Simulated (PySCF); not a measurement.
In(F)2(Me) (CH₃F₂In), SMILES [CH3][In]([F])[F].

Geometry optimised at B3LYP-D3(BJ)/def2-SVP. The def2 effective core potentials stand for the cores of In; spin–orbit coupling is left out.

All values below come from IEF-PCM-M06-2X/def2-SVP run with PySCF.

The values are the electrostatic part of the solvation free energy, E(continuum) − E(gas) at the gas-phase geometry, in a cavity of scaled van der Waals radii (PySCF's table); cavitation and dispersion terms are not included. A continuum can't describe solvent molecules that bind to the metal. In vacuum the orbital gap is 9.53 eV. The dipole moment in vacuum is 4.53 D.

Computed values in water (ε = 78.36), ethanol (ε = 24.85), N,N-dimethylformamide (ε = 37.22):
```
solvent                    ε  ΔG(elec) (kcal/mol)  dipole (D)  gap (eV)
---------------------  -----  -------------------  ----------  --------
water                  78.36                -14.1        5.28      9.45
ethanol                24.85                -13.5        5.25      9.46
N,N-dimethylformamide  37.22                -13.8        5.27      9.45
```
